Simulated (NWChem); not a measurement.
Species: C₂H₄BFO₂; SMILES C(B(O)O)(=C)F

```xyz
10

C     -1.2749    -1.4908     0.0000
C     -0.1447    -0.7870     0.0000
F      1.0473    -1.4358     0.0000
B      0.0193     0.7789     0.0000
O     -1.0858     1.5610     0.0000
O      1.2625     1.3260     0.0000
H     -1.2727    -2.5838     0.0000
H     -2.2265    -0.9574     0.0000
H     -0.8611     2.4980     0.0000
H      1.9425     0.6419     0.0000
```
Atoms are numbered in this order, from 1.

All runs: NWChem. Pople sets run with spherical d functions. Medium grid unless said otherwise, to which SCAN and Minnesota functionals are sensitive. Coordinates come from a PBE0/def2-SVP optimisation. Total energies of different functionals are on different scales.

| level | energy (Ha) | highest occupied level (eV) | orbital gap (eV) | dipole (D) |
|---|---|---|---|---|
| B3LYP/6-31G* | -353.8339 | (withheld) | (withheld) | 0.56 |
| PBE/6-31G* | -353.4318 | -5.97 | 4.80 | 0.66 |
| MN15/6-31G* | -353.4751 | -8.02 | 8.36 | 0.59 |
| PBE0/6-31G* | -353.4494 | -7.34 | 7.04 | 0.55 |
| CAM-B3LYP/6-31G* | -353.6983 | -8.63 | 9.59 | 0.56 |
| B97-2/6-31G* | -353.7130 | -7.09 | 6.73 | 0.54 |
| HCTH/407/6-31G* | -353.7518 | -6.17 | 4.88 | 0.63 |
| MN15-L/6-31G* | -353.5130 | -6.44 | 5.59 | 0.59 |

Q: Fill in the missing entries.

A: 
- B3LYP/6-31G*, highest occupied level (eV): -7.03
- B3LYP/6-31G*, orbital gap (eV): 6.57
